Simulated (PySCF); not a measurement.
## Removing an electron from `CC(C)Pc1ccoc1`

Compound: C7H11OP.
SMILES with atom numbers: `[CH3:1][CH:2]([CH3:3])[PH:4][c:5]1[cH:6][cH:7][o:8][cH:9]1` (hydrogens: H10, H11, H12 on C1; H13 on C2; H14, H15, H16 on C3; H17 on P4; H18 on C6; H19 on C7; H20 on C9)

Cartesian coordinates in Å at the PBE0-D3(BJ)/def2-SVP level; atoms count from 1:
```
atom  x, y, z in Å
C1    -2.7832   -0.0417   -0.9837
C2    -1.3786    0.2882   -0.4884
C3    -1.3110    0.3932    1.0260
P4    -0.1772   -0.9424   -1.2464
C5     1.3944   -0.4363   -0.4840
C6     2.2611    0.6090   -0.9603
C7     3.3432    0.6129   -0.1346
O8     3.2218   -0.3475    0.8045
C9     2.0470   -0.9722    0.5929
H10   -3.1219   -1.0169   -0.5956
H11   -3.5062    0.7156   -0.6400
H12   -2.8309   -0.0840   -2.0825
H13   -1.0716    1.2547   -0.9292
H14   -1.9912    1.1787    1.3957
H15   -1.6133   -0.5570    1.4974
H16   -0.2952    0.6328    1.3732
H17   -0.4474   -2.0228   -0.3481
H18    2.0931    1.2603   -1.8158
H19    4.2487    1.2126   -0.0940
H20    1.8010   -1.7830    1.2744
```

Level: PBE0/def2-SVPD (PySCF). Frontier orbitals with their largest atomic shares (Löwdin; up to four atoms above 4 %):

```csv
orbital,ε (eV),main atoms
HOMO−3,-9.01,"C2 21 %, P4 16 %, C5 10 %, C3 8 %"
HOMO−2,-8.34,"C5 23 %, C6 17 %, O8 16 %, P4 14 %"
HOMO−1,-7.12,"P4 22 %, C7 20 %, C6 19 %, C9 10 %"
HOMO,-6.46,?
LUMO,-0.07,"C9 23 %, O8 18 %, C7 15 %, C5 15 %"
LUMO+1,0.55,"P4 24 %, H17 11 %, C1 8 %, C6 7 %"
LUMO+2,0.79,"P4 18 %, C7 12 %, C6 12 %, C9 9 %"
```

**Question.** What vertical ionisation energy does ΔSCF give, and how far is −ε(HOMO) from it?

**Answer.** ΔSCF: 8.17 eV (788 kJ/mol; threshold wavelength 152 nm); ⟨S²⟩ of the doublet left behind is 0.764, against 0.75 for a pure doublet. −ε(HOMO) is 6.46 eV, 1.71 eV below it. For the exact functional −ε(HOMO) would equal the first vertical ionisation energy; PBE0 (global hybrid, 25 % exact exchange) falls short of its own ΔSCF value by 21 %.

**Question.** On which atoms does the HOMO lie?

**Answer.** P4 (phosphine phosphorus) 32 %, C9 (aromatic CH next to a ring oxygen) 18 %, C5 (substituted aromatic carbon) 14 %, C7 (aromatic CH next to a ring oxygen) 10 %, so no atom holds as much as 40 %. The HOMO−1 lies 0.66 eV lower.

**Question.** With α = 111.1 au, estimate the like-pair dispersion coefficient by London's formula C6 = (3/4)α²I.

**Answer.** I = 0.3002 Eh, so C6 ≈ 2780 au, a rough estimate.

**Question.** How many of the 10 lowest singlet excitations (vertical TDDFT, same level) lie below the ionisation energy?

**Answer.** All 10; they run from 5.55 to 7.12 eV.

The structure is a single PBE0-D3(BJ)/def2-SVP conformer in the gas phase; no vibrational or solvent corrections.

The run behind these numbers computed excited states and ΔSCF ions as well. On one thread, Arm Neoverse V1 (aarch64), shared host with 64 logical CPUs at a one-minute load of 23, this took 4.5 min wall (grids of density and orbitals included) and 1.1 GiB of memory at its peak.
